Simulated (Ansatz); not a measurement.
Born–Oppenheimer molecular dynamics of C$_{2}$H$_{8}$FNOSSi (15 atoms, charge 0, multiplicity 1). It starts from a relaxed structure.

Method: Ansatz, RKS CAM-B3LYP/STO-3G.

```json
{"ensemble": "NVE (velocity Verlet)", "time step": "0.25 fs", "steps asked": "216", "starting velocities drawn for": "700 K", "seed": "394159"}
```

First frame:

```xyz
15
Properties=species:S:1:pos:R:3
C 0.076 -1.842 0.201
C 0.267 -0.302 0.386
N 1.580 0.201 -0.116
F 0.203 -0.038 1.798
Si -1.054 0.836 -0.463
O -0.021 1.738 -1.508
S -1.829 1.864 1.183
H 0.052 -2.097 -0.866
H -0.864 -2.176 0.659
H 0.905 -2.385 0.674
H 1.312 0.874 -0.906
H 2.111 -0.598 -0.541
H -1.968 0.119 -1.318
H 0.115 2.638 -1.059
H -0.905 1.120 1.904
```

Q: How far do the bonds stretch over the last three quarters of this one trajectory? (Pairs bonded in most of those frames.)

A: 
```json
{"bond": "C1–C2", "mean (Å)": "1.574", "spread (Å)": "0.035", "shortest": "1.51", "longest": "1.63"}
{"bond": "C1–H8", "mean (Å)": "1.100", "spread (Å)": "0.010", "shortest": "1.08", "longest": "1.12"}
{"bond": "C1–H9", "mean (Å)": "1.100", "spread (Å)": "0.019", "shortest": "1.07", "longest": "1.13"}
{"bond": "C1–H10", "mean (Å)": "1.108", "spread (Å)": "0.039", "shortest": "1.04", "longest": "1.17"}
{"bond": "C2–N3", "mean (Å)": "1.501", "spread (Å)": "0.030", "shortest": "1.45", "longest": "1.56"}
{"bond": "C2–F4", "mean (Å)": "1.433", "spread (Å)": "0.011", "shortest": "1.41", "longest": "1.44"}
{"bond": "C2–Si5", "mean (Å)": "1.931", "spread (Å)": "0.024", "shortest": "1.88", "longest": "1.96"}
{"bond": "N3–H11", "mean (Å)": "1.087", "spread (Å)": "0.067", "shortest": "0.98", "longest": "1.18"}
{"bond": "N3–H12", "mean (Å)": "1.050", "spread (Å)": "0.015", "shortest": "1.02", "longest": "1.08"}
{"bond": "Si5–O6", "mean (Å)": "1.727", "spread (Å)": "0.049", "shortest": "1.65", "longest": "1.80"}
{"bond": "Si5–S7", "mean (Å)": "2.081", "spread (Å)": "0.029", "shortest": "2.04", "longest": "2.12"}
{"bond": "Si5–H13", "mean (Å)": "1.443", "spread (Å)": "0.003", "shortest": "1.44", "longest": "1.45"}
{"bond": "O6–H14", "mean (Å)": "1.022", "spread (Å)": "0.039", "shortest": "0.96", "longest": "1.08"}
{"bond": "S7–H15", "mean (Å)": "1.382", "spread (Å)": "0.021", "shortest": "1.34", "longest": "1.42"}
```

Mean temperature of the second half: 343 K. The conserved energy stayed within 0.17 meV per atom of its start (net change 0.16 meV per atom), so the integration is sound. The temperature averaged 0.49 of the 700 K drawn at the start: a run that starts near a minimum puts about half its kinetic energy into the potential. A run of 0.054 ps of so small a system gives no equilibrium averages. Limits of this set-up: minimal basis.

The run took 21 min on 1 thread of Arm Neoverse V1, with other jobs on the host, peak memory 0.16 GiB.
